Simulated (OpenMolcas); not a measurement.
## Tm2+ in KCdF3: curves along the breathing mode

Tm2+ with its 6 nearest fluoride ions, on the Cd site of idealised cubic KCdF3 (a = 4.302 Å, distance in the model lattice 2.151 Å). The rest of the host is ab initio model potentials to 7.6 Å, with orthogonalisation functions on the cations behind the ligands, and point charges beyond; the distance is set by hand and nothing relaxes. Ligand basis ANO-RCC-VDZP.

| Quantity | Value |
| --- | --- |
| Program | OpenMolcas 26.06 |
| Method | CASSCF |
| Basis | ANO-RCC-VDZP [7s6p4d2f1g] |
| Scalar Hamiltonian | DKH2, point nucleus |
| Active space | 13 electrons in 7 orbitals (4f) |
| State averaging | 2S+1 = 2 odd, 7 roots |
| Spin-orbit coupling | state interaction with AMFI integrals over the reference wave functions |

Spin-free energies (labels of O, the rotations of Oh) in cm-1 above the lowest fitted minimum, as all ligands move together:

| R (Å) | 2T1 | 2T2 | 2A2 |
| --- | --- | --- | --- |
| 2.124 | 1180 | 1770 | 2090 |
| 2.174 | -20 | 490 | 770 |
| 2.224 | 2200 | 2650 | 2900 |
| 2.274 | 7780 | 8170 | 8400 |
| 2.324 | 16740 | 17090 | 17290 |
| 2.374 | 29250 | 29560 | 29740 |
| 2.424 | 45600 | 45870 | 46040 |

Cubic fits give the following; the wavenumber is harmonic, with the mass of all moving ligands, small differences in it between states hang on the degree of the fit, a number in brackets counts states of one label, and the table is a selection of at most 14 states with clean curves.

```csv
State,R0 (Å),Breathing mode (cm-1),Minimum (cm-1)
2T1,2.166,621,0
2T2,2.167,622,520
2A2,2.168,623,810
```

For an f ion spin-orbit coupling outweighs the ligand field, so these spin-free curves are not those of observable levels.

Without dynamic correlation the ligand-field splitting of an f shell can come out too small, at times by half. No measured value stands beside these numbers.
